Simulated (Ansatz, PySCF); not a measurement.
C2H5CdF, SMILES C[CH2][Cd][F]. Atoms are numbered in the order given.

```xyz
9

Cd     0.0289     0.3751     0.3986
F      0.8415     1.6262     1.6517
C     -0.8551    -0.9810    -0.9649
C     -1.5348    -0.3229    -2.1679
H     -1.5702    -1.5819    -0.3812
H     -0.0522    -1.6641    -1.2839
H     -0.8287     0.2695    -2.7715
H     -2.3515     0.3522    -1.8659
H     -1.9746    -1.0833    -2.8379
```

Coordinates come from a B3LYP-D3(BJ)/def2-SVP optimisation. The structure was generated by enumeration; whether it is a known compound was not checked. The def2 effective core potentials stand for the cores of Cd; spin–orbit coupling is left out. Other conformers were not sampled.

Two levels are set side by side: PBE-D3(BJ)/def2-SVP (Ansatz, a quantum-chemistry and plane-wave program) and B3LYP-D3(BJ)/def2-SVP (Ansatz). Each level has its own optimised geometry; the coordinates shown are those of the second. Frequencies come from the Hessian of PySCF at each geometry. Differences are taken from unrounded values.

```tsv
quantity	B3LYP-D3(BJ)	PBE-D3(BJ)	PBE-D3(BJ) minus B3LYP-D3(BJ)
mean bond length (Å)	1.388	1.393	0.005
bond Cd1–F2 (Å)	1.948	1.954	0.006
bond Cd1–C3 (Å)	2.116	2.109	-0.007
bond C3–C4 (Å)	1.530	1.531	0.000
bond C3–H5 (Å)	1.101	1.109	0.008
bond C3–H6 (Å)	1.101	1.109	0.008
bond C4–H7 (Å)	1.102	1.109	0.007
bond C4–H8 (Å)	1.102	1.109	0.007
bond C4–H9 (Å)	1.105	1.112	0.008
highest harmonic wavenumber (cm⁻¹)	3115	3063	-52
mean harmonic wavenumber (cm⁻¹)	1380	1347	-33
zero-point energy (kcal/mol)	41.43	40.45	-0.98
```

GGA bonds tend to be longer and softer than those of functionals with exact exchange. Differences between two approximate levels are no errors against the true value.
